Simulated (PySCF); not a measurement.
Magnetisability: SMILES C=C/C=C/C(C#N)=C/Cl, C7H6ClN

Cartesian coordinates in Å; atom numbers follow the order of the lines, from 1:
```xyz
15

C     2.969    1.082   -0.424
C     2.094    0.250    0.137
C     0.676    0.320   -0.094
C    -0.208   -0.519    0.472
C    -1.637   -0.460    0.249
C    -2.134    0.544   -0.622
N    -2.530    1.356   -1.326
C    -2.488   -1.323    0.839
Cl   -4.179   -1.289    0.604
H     4.026    1.010   -0.234
H     2.653    1.865   -1.093
H     2.435   -0.530    0.806
H     0.329    1.097   -0.763
H     0.130   -1.298    1.142
H    -2.140   -2.097    1.505
```

Method used: GIAO KT2/cc-pVDZ magnetisability, rotational g tensor and spin-rotation constants, non-relativistic, gas phase in PySCF 2.14.0. Geometry: GFN2-xTB.

(1) How diamagnetic is it, and how anisotropic?

(2) Split it along the inertial axes a, b, c into diamagnetic and paramagnetic parts about the centre of mass, with the quadrupole moment.

(3) And the rotational g tensor?

## Answers

(1) Isotropic -1262 × 10⁻³⁰ J/T², or -76.0 × 10⁻⁶ cm³/mol; principal values -1498, -1188, -1099 × 10⁻³⁰ J/T², anisotropy 363 × 10⁻³⁰ J/T² (root of half the summed squared differences of the principal values). The susceptibility is in cgs units.

(2) 
| axis | χ (10⁻⁶ cm³/mol) | diamagnetic (10⁻⁶ cm³/mol) | paramagnetic (10⁻⁶ cm³/mol) | summed x² of all electrons (Å²) | quadrupole Θ (D Å) |
| --- | --- | --- | --- | --- | --- |
| a | -71.4 | -425.0 | 353.5 | 481.3 | +9.43 |
| b | -66.3 | -2096.4 | 2030.1 | 87.3 | -4.01 |
| c | -90.2 | -2412.2 | 2322.0 | 12.9 | -5.42 |

Anisotropies 2χaa − χbb − χcc = +13.6 and 2χbb − χaa − χcc = +29.1 × 10⁻⁶ cm³/mol. Θ is traceless in Buckingham's convention.

(3) 
```tsv
axis	rotational constant (GHz)	g	nuclear part	electronic part
a	3.7086	-0.0644	0.5516	-0.6160
b	0.5730	-0.0092	0.5373	-0.5465
c	0.4963	-0.0022	0.5392	-0.5414
```
Asymmetric top; isotopes 12C, 35Cl, 1H, 14N; no vibrational averaging.
